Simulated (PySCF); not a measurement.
Working out the ionisation energy of Ne⁺

Ne⁺ [He] 2s2 2p5 (2P) → Ne²⁺ [He] 2s2 2p4 (3P). All numbers are calculated (PySCF 2.14, the spin-free X2C one-electron Hamiltonian (Gaussian nucleus), in dyall-av3z (15s9p3d2f, 71 functions)). Frozen: 1s2; the 14 highest virtual orbitals dropped. Energies in hartree (1 hartree = 27.21139 eV):

```tsv
part	Ne⁺ (lower)	Ne²⁺ (upper)
UHF	-127.962636	-126.520070
CCSD correlation	-0.220150	-0.166796
(T)	-0.002989	-0.001715
```

Q: What does Hartree-Fock give?

A: (-126.520070) − (-127.962636) = 1.442566 hartree = 39.254 eV.

Q: What do CCSD and CCSD(T) give?

A: The CCSD correlation energies differ by 0.053354 hartree = 1.452 eV and the triples by 0.001274 hartree = 0.035 eV, so CCSD gives 40.706 eV and CCSD(T) 40.741 eV.

A first-order spin-orbit estimate adds -0.005 eV to CCSD(T) (valence), giving 40.736 eV against 40.963 eV (measured; NIST Atomic Spectra Database, ionization energies).

What remains against the reference includes basis incompleteness, the frozen core and higher excitations.
